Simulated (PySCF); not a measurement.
# Correlation energy of Ti⁺ (titanium, charge +1)

[Ar] 3d2 4s1, high-spin 4F determinant. Calculation: PySCF 2.14, in jorge-DZP-DKH (8s6p2d1f, 43 functions); the spin-free X2C one-electron Hamiltonian (Gaussian nucleus). Frozen: [Ar]; 3 electrons correlated.

MP2 pair energies summed by pair of shells (mhartree):

```
 pair  energy  share (%)
3d-4s   -4.16       59.6
3d-3d   -2.82       40.4
```

Total MP2 correlation energy: -6.98 mhartree.

Same-spin part -6.98 and opposite-spin part 0.00 mhartree; SCS-MP2 scales them by 1/3 and 6/5 to -2.33 mhartree.
